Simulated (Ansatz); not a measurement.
**Molecular dynamics of ClGaH₃N**

Input:

```yaml
crystal:
  periodic: [false, false, false]
  atoms:
    - { symbol: Ga, position_ang: [-0.053057, -0.046973, 0.033311] }
    - { symbol: H, position_ang: [0.047243, -0.369985, 1.558856] }
    - { symbol: Cl, position_ang: [1.741714, 0.400734, -1.127394] }
    - { symbol: "N", position_ang: [-1.591474, -0.00409, -0.941394] }
    - { symbol: H, position_ang: [-2.5198, -0.190348, -0.558578] }
    - { symbol: H, position_ang: [-1.616926, 0.210662, -1.939801] }
basis:
  gaussian: { orbitals: def2-SVP }
hamiltonian:
  xc: revpbe
md:
  timestep: 1.0
  n_steps: 300
  ensemble: nvt_langevin
  temperature: 1500.0
  initial_velocities: maxwell_boltzmann
  seed: 453920
  friction: 0.01
```

Run as:

```bash
$ ansatz run input.yaml --threads 1 --pin off --max-ram 2048MiB --backend cpu --events-out ev --progress --plain --runs-dir out
```

It starts from a relaxed structure.

Output, in part (one step line in 4, the closing report, with atoms numbered from 0):

```
md step     0: t =     0.00 fs  T =  1250.0 K  F+E_penalty+E_count = -66423.07534823 eV  E_kin = 0.969450 eV  (27 SCF iters)
md step     4: t =     4.00 fs  T =   866.6 K  F+E_penalty+E_count = -66422.69699209 eV  E_kin = 0.672136 eV  (28 SCF iters)
md step     8: t =     8.00 fs  T =   869.7 K  F+E_penalty+E_count = -66422.60978716 eV  E_kin = 0.674510 eV  (28 SCF iters)
md step    12: t =    12.00 fs  T =   509.7 K  F+E_penalty+E_count = -66422.46983056 eV  E_kin = 0.395266 eV  (29 SCF iters)
md step    16: t =    16.00 fs  T =   689.1 K  F+E_penalty+E_count = -66422.56185824 eV  E_kin = 0.534423 eV  (27 SCF iters)
md step    20: t =    20.00 fs  T =   778.8 K  F+E_penalty+E_count = -66422.42265903 eV  E_kin = 0.603968 eV  (28 SCF iters)
md step    24: t =    24.00 fs  T =   852.6 K  F+E_penalty+E_count = -66422.60812971 eV  E_kin = 0.661272 eV  (27 SCF iters)
md step    28: t =    28.00 fs  T =   868.9 K  F+E_penalty+E_count = -66422.41171039 eV  E_kin = 0.673922 eV  (29 SCF iters)
md step    32: t =    32.00 fs  T =   665.3 K  F+E_penalty+E_count = -66422.40878493 eV  E_kin = 0.515944 eV  (30 SCF iters)
md step    36: t =    36.00 fs  T =   665.2 K  F+E_penalty+E_count = -66422.52372405 eV  E_kin = 0.515871 eV  (28 SCF iters)
md step    40: t =    40.00 fs  T =   641.7 K  F+E_penalty+E_count = -66422.43078079 eV  E_kin = 0.497710 eV  (28 SCF iters)
md step    44: t =    44.00 fs  T =   807.1 K  F+E_penalty+E_count = -66422.42044982 eV  E_kin = 0.625966 eV  (27 SCF iters)
md step    48: t =    48.00 fs  T =  1131.4 K  F+E_penalty+E_count = -66422.59506462 eV  E_kin = 0.877457 eV  (29 SCF iters)
md step    52: t =    52.00 fs  T =  1198.3 K  F+E_penalty+E_count = -66422.57081447 eV  E_kin = 0.929379 eV  (27 SCF iters)
md step    56: t =    56.00 fs  T =  1213.0 K  F+E_penalty+E_count = -66422.67252534 eV  E_kin = 0.940741 eV  (27 SCF iters)
md step    60: t =    60.00 fs  T =  1097.3 K  F+E_penalty+E_count = -66422.67326179 eV  E_kin = 0.851037 eV  (28 SCF iters)
md step    64: t =    64.00 fs  T =   732.9 K  F+E_penalty+E_count = -66422.59295973 eV  E_kin = 0.568428 eV  (29 SCF iters)
md step    68: t =    68.00 fs  T =   908.5 K  F+E_penalty+E_count = -66422.69956455 eV  E_kin = 0.704605 eV  (27 SCF iters)
md step    72: t =    72.00 fs  T =   787.4 K  F+E_penalty+E_count = -66422.52347345 eV  E_kin = 0.610651 eV  (27 SCF iters)
md step    76: t =    76.00 fs  T =   889.7 K  F+E_penalty+E_count = -66422.79030258 eV  E_kin = 0.690013 eV  (27 SCF iters)
md step    80: t =    80.00 fs  T =  1022.9 K  F+E_penalty+E_count = -66422.76426634 eV  E_kin = 0.793314 eV  (27 SCF iters)
md step    84: t =    84.00 fs  T =   763.7 K  F+E_penalty+E_count = -66422.65035289 eV  E_kin = 0.592307 eV  (27 SCF iters)
md step    88: t =    88.00 fs  T =   629.9 K  F+E_penalty+E_count = -66422.56845662 eV  E_kin = 0.488559 eV  (28 SCF iters)
md step    92: t =    92.00 fs  T =   826.1 K  F+E_penalty+E_count = -66422.58263563 eV  E_kin = 0.640721 eV  (28 SCF iters)
md step    96: t =    96.00 fs  T =   866.5 K  F+E_penalty+E_count = -66422.47697769 eV  E_kin = 0.672030 eV  (28 SCF iters)
md step   100: t =   100.00 fs  T =  1060.3 K  F+E_penalty+E_count = -66422.48406788 eV  E_kin = 0.822347 eV  (27 SCF iters)
md step   104: t =   104.00 fs  T =  1203.8 K  F+E_penalty+E_count = -66422.58603024 eV  E_kin = 0.933581 eV  (27 SCF iters)
md step   108: t =   108.00 fs  T =   924.2 K  F+E_penalty+E_count = -66422.42603355 eV  E_kin = 0.716755 eV  (29 SCF iters)
md step   112: t =   112.00 fs  T =  1206.4 K  F+E_penalty+E_count = -66422.47254044 eV  E_kin = 0.935651 eV  (29 SCF iters)
md step   116: t =   116.00 fs  T =   944.5 K  F+E_penalty+E_count = -66422.36349605 eV  E_kin = 0.732526 eV  (29 SCF iters)
md step   120: t =   120.00 fs  T =  1014.9 K  F+E_penalty+E_count = -66422.31347749 eV  E_kin = 0.787079 eV  (28 SCF iters)
md step   124: t =   124.00 fs  T =   986.1 K  F+E_penalty+E_count = -66422.39956020 eV  E_kin = 0.764801 eV  (26 SCF iters)
md step   128: t =   128.00 fs  T =  1093.9 K  F+E_penalty+E_count = -66422.43403151 eV  E_kin = 0.848360 eV  (27 SCF iters)
md step   132: t =   132.00 fs  T =  1650.3 K  F+E_penalty+E_count = -66422.81961911 eV  E_kin = 1.279910 eV  (28 SCF iters)
md step   136: t =   136.00 fs  T =  1932.1 K  F+E_penalty+E_count = -66422.82936955 eV  E_kin = 1.498455 eV  (27 SCF iters)
md step   140: t =   140.00 fs  T =  1452.4 K  F+E_penalty+E_count = -66422.58280438 eV  E_kin = 1.126423 eV  (27 SCF iters)
md step   144: t =   144.00 fs  T =  1141.8 K  F+E_penalty+E_count = -66422.43756680 eV  E_kin = 0.885515 eV  (26 SCF iters)
md step   148: t =   148.00 fs  T =   956.9 K  F+E_penalty+E_count = -66422.25976611 eV  E_kin = 0.742170 eV  (28 SCF iters)
md step   152: t =   152.00 fs  T =  1039.0 K  F+E_penalty+E_count = -66422.40942069 eV  E_kin = 0.805771 eV  (27 SCF iters)
md step   156: t =   156.00 fs  T =  1167.8 K  F+E_penalty+E_count = -66422.33540837 eV  E_kin = 0.905709 eV  (29 SCF iters)
md step   160: t =   160.00 fs  T =  1130.3 K  F+E_penalty+E_count = -66422.19189399 eV  E_kin = 0.876617 eV  (28 SCF iters)
md step   164: t =   164.00 fs  T =  1259.4 K  F+E_penalty+E_count = -66422.20507922 eV  E_kin = 0.976727 eV  (28 SCF iters)
md step   168: t =   168.00 fs  T =  1427.1 K  F+E_penalty+E_count = -66422.14818838 eV  E_kin = 1.106826 eV  (29 SCF iters)
md step   172: t =   172.00 fs  T =  1398.3 K  F+E_penalty+E_count = -66422.28954315 eV  E_kin = 1.084449 eV  (29 SCF iters)
md step   176: t =   176.00 fs  T =  1643.1 K  F+E_penalty+E_count = -66422.39218626 eV  E_kin = 1.274353 eV  (29 SCF iters)
md step   180: t =   180.00 fs  T =  1805.5 K  F+E_penalty+E_count = -66422.09831044 eV  E_kin = 1.400278 eV  (28 SCF iters)
md step   184: t =   184.00 fs  T =  1594.6 K  F+E_penalty+E_count = -66422.18318325 eV  E_kin = 1.236740 eV  (28 SCF iters)
md step   188: t =   188.00 fs  T =  1439.8 K  F+E_penalty+E_count = -66422.25533937 eV  E_kin = 1.116672 eV  (29 SCF iters)
md step   192: t =   192.00 fs  T =  1680.6 K  F+E_penalty+E_count = -66422.23674910 eV  E_kin = 1.303418 eV  (28 SCF iters)
md step   196: t =   196.00 fs  T =  1642.1 K  F+E_penalty+E_count = -66422.31631738 eV  E_kin = 1.273524 eV  (28 SCF iters)
md step   200: t =   200.00 fs  T =  1455.3 K  F+E_penalty+E_count = -66422.22473096 eV  E_kin = 1.128649 eV  (29 SCF iters)
md step   204: t =   204.00 fs  T =  1631.4 K  F+E_penalty+E_count = -66422.63324539 eV  E_kin = 1.265228 eV  (30 SCF iters)
md step   208: t =   208.00 fs  T =  1321.3 K  F+E_penalty+E_count = -66422.57249289 eV  E_kin = 1.024776 eV  (28 SCF iters)
md step   212: t =   212.00 fs  T =  1221.9 K  F+E_penalty+E_count = -66422.53351830 eV  E_kin = 0.947634 eV  (27 SCF iters)
md step   216: t =   216.00 fs  T =   992.9 K  F+E_penalty+E_count = -66422.32033174 eV  E_kin = 0.770037 eV  (28 SCF iters)
md step   220: t =   220.00 fs  T =   963.8 K  F+E_penalty+E_count = -66422.27099515 eV  E_kin = 0.747514 eV  (30 SCF iters)
md step   224: t =   224.00 fs  T =   715.9 K  F+E_penalty+E_count = -66422.17389797 eV  E_kin = 0.555242 eV  (29 SCF iters)
md step   228: t =   228.00 fs  T =  1091.4 K  F+E_penalty+E_count = -66422.24170026 eV  E_kin = 0.846437 eV  (29 SCF iters)
md step   232: t =   232.00 fs  T =  1191.2 K  F+E_penalty+E_count = -66422.17983672 eV  E_kin = 0.923845 eV  (28 SCF iters)
md step   236: t =   236.00 fs  T =  1354.7 K  F+E_penalty+E_count = -66422.30899779 eV  E_kin = 1.050644 eV  (29 SCF iters)
md step   240: t =   240.00 fs  T =   925.4 K  F+E_penalty+E_count = -66421.80793909 eV  E_kin = 0.717715 eV  (27 SCF iters)
md step   244: t =   244.00 fs  T =   924.3 K  F+E_penalty+E_count = -66421.81842573 eV  E_kin = 0.716865 eV  (29 SCF iters)
md step   248: t =   248.00 fs  T =  1165.6 K  F+E_penalty+E_count = -66422.10165552 eV  E_kin = 0.903964 eV  (28 SCF iters)
md step   252: t =   252.00 fs  T =  1661.4 K  F+E_penalty+E_count = -66422.22750481 eV  E_kin = 1.288525 eV  (29 SCF iters)
md step   256: t =   256.00 fs  T =  1488.3 K  F+E_penalty+E_count = -66422.15513247 eV  E_kin = 1.154235 eV  (29 SCF iters)
md step   260: t =   260.00 fs  T =  1587.7 K  F+E_penalty+E_count = -66422.28044230 eV  E_kin = 1.231383 eV  (28 SCF iters)
md step   264: t =   264.00 fs  T =  1207.6 K  F+E_penalty+E_count = -66422.05357574 eV  E_kin = 0.936537 eV  (30 SCF iters)
md step   268: t =   268.00 fs  T =  1058.0 K  F+E_penalty+E_count = -66422.00589829 eV  E_kin = 0.820570 eV  (29 SCF iters)
md step   272: t =   272.00 fs  T =  1195.6 K  F+E_penalty+E_count = -66422.29133112 eV  E_kin = 0.927264 eV  (30 SCF iters)
md step   276: t =   276.00 fs  T =   822.4 K  F+E_penalty+E_count = -66421.97410639 eV  E_kin = 0.637846 eV  (29 SCF iters)
md step   280: t =   280.00 fs  T =  1212.9 K  F+E_penalty+E_count = -66422.26278112 eV  E_kin = 0.940702 eV  (29 SCF iters)
md step   284: t =   284.00 fs  T =  1370.1 K  F+E_penalty+E_count = -66422.27360348 eV  E_kin = 1.062619 eV  (28 SCF iters)
md step   288: t =   288.00 fs  T =  1559.6 K  F+E_penalty+E_count = -66422.48614038 eV  E_kin = 1.209577 eV  (27 SCF iters)
md step   292: t =   292.00 fs  T =  1321.8 K  F+E_penalty+E_count = -66422.25796742 eV  E_kin = 1.025100 eV  (29 SCF iters)
md step   296: t =   296.00 fs  T =  1527.8 K  F+E_penalty+E_count = -66422.33960114 eV  E_kin = 1.184873 eV  (27 SCF iters)
md step   300: t =   300.00 fs  T =  1674.9 K  F+E_penalty+E_count = -66422.49739684 eV  E_kin = 1.298982 eV  (27 SCF iters)
Total energy: -66422.49744102 eV, -2440.9817581718 hartree
Atom 0 at    -0.016954     0.116859     0.287541 Å, force     0.511157    -0.977676    -0.897226 eV/Å
Atom 1 at    -0.034883     0.695471     1.660571 Å, force     0.001733     0.962531     0.954280 eV/Å
Atom 2 at     1.313735     0.402729    -1.417341 Å, force    -0.119151     0.329620     0.006591 eV/Å
Atom 3 at    -0.751631    -1.538901     0.214467 Å, force     1.098718    -1.292347    -5.475077 eV/Å
Atom 4 at    -1.206904    -1.945725     0.950793 Å, force    -1.841863    -1.385789     2.835059 eV/Å
Atom 5 at    -0.821021    -2.251224    -0.670333 Å, force     0.349406     2.363661     2.576372 eV/Å
Dipole moment:    -0.390271    -0.194564     0.246115 e Å
```

All steps were run. The mean temperature of the second half is 12 % below the set value. A run of 0.3 ps of so small a system gives no equilibrium averages.

The same pairs are bonded in the first frame and the last. Pairs count as bonded within 1.25 times the sum of covalent radii (0.12 Å more for H–H).

Last frame:

```xyz
6
Properties=species:S:1:pos:R:3
Ga -0.017 0.117 0.287
H -0.035 0.696 1.661
Cl 1.314 0.403 -1.417
N -0.752 -1.539 0.214
H -1.207 -1.946 0.951
H -0.821 -2.251 -0.670
```

Time of the run: 11 min on 1 thread of Arm Neoverse V1, on a shared host, peak memory 0.14 GiB.
